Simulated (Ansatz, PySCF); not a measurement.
C₃H₅BN₂O, SMILES NB1C=CN=CO1. Atoms are numbered in the order given.

```xyz
12

N      0.0254     2.3693     0.0000
B      0.0930     0.9650     0.0000
C      1.3356     0.0646     0.0000
C      1.1056    -1.2790     0.0000
N     -0.1599    -1.8543     0.0000
C     -1.1731    -1.0637     0.0000
O     -1.1460     0.2732     0.0000
H     -0.8528     2.8757     0.0000
H      0.8477     2.9591     0.0000
H      2.3707     0.4192     0.0000
H      1.9228    -2.0095     0.0000
H     -2.1931    -1.4632     0.0000
```
Charge 0, spin multiplicity 1.

The structure is a stationary point at TPSSh-D3(BJ)/def2-SVP. This is a generated structure with no PubChem entry under its InChIKey; it may be hypothetical. Other conformers were not sampled.

Two levels are set side by side: PBE-D3(BJ)/def2-SVP (Ansatz, an electronic-structure program) and TPSSh-D3(BJ)/def2-SVP (PySCF). Each level has its own optimised geometry; the coordinates shown are those of the second. Frequencies come from the Hessian of PySCF at each geometry. Differences are taken from unrounded values.

| quantity | TPSSh-D3(BJ) |
|---|---|
| mean bond length (Å) | 1.254 |
| bond N1–B2 (Å) | 1.406 |
| bond B2–C3 (Å) | 1.535 |
| bond B2–O7 (Å) | 1.419 |
| bond C3–C4 (Å) | 1.363 |
| bond C4–N5 (Å) | 1.390 |
| bond N5–C6 (Å) | 1.285 |
| bond C6–O7 (Å) | 1.337 |
| bond N1–H8 (Å) | 1.014 |
| bond N1–H9 (Å) | 1.012 |
| bond C3–H10 (Å) | 1.094 |
| bond C4–H11 (Å) | 1.096 |
| bond C6–H12 (Å) | 1.095 |
| highest harmonic wavenumber (cm⁻¹) | 3702 |
| mean harmonic wavenumber (cm⁻¹) | 1330 |
| zero-point energy (kcal/mol) | 57.04 |

Problem. What does PBE-D3(BJ) give, and how far is it from TPSSh-D3(BJ)? (An estimate is asked for; the answer gives what the named calculation found.)

Solution. 
| quantity | PBE-D3(BJ) | PBE-D3(BJ) minus TPSSh-D3(BJ) |
|---|---|---|
| mean bond length (Å) | 1.260 | 0.006 |
| bond N1–B2 (Å) | 1.409 | 0.003 |
| bond B2–C3 (Å) | 1.537 | 0.003 |
| bond B2–O7 (Å) | 1.426 | 0.007 |
| bond C3–C4 (Å) | 1.370 | 0.007 |
| bond C4–N5 (Å) | 1.391 | 0.001 |
| bond N5–C6 (Å) | 1.293 | 0.007 |
| bond C6–O7 (Å) | 1.342 | 0.005 |
| bond N1–H8 (Å) | 1.019 | 0.006 |
| bond N1–H9 (Å) | 1.017 | 0.005 |
| bond C3–H10 (Å) | 1.102 | 0.008 |
| bond C4–H11 (Å) | 1.105 | 0.009 |
| bond C6–H12 (Å) | 1.106 | 0.010 |
| highest harmonic wavenumber (cm⁻¹) | 3649 | -53 |
| mean harmonic wavenumber (cm⁻¹) | 1297 | -33 |
| zero-point energy (kcal/mol) | 55.62 | -1.42 |

Exact exchange shortens and stiffens bonds; PBE has none. Differences between two approximate levels are no errors against the true value.
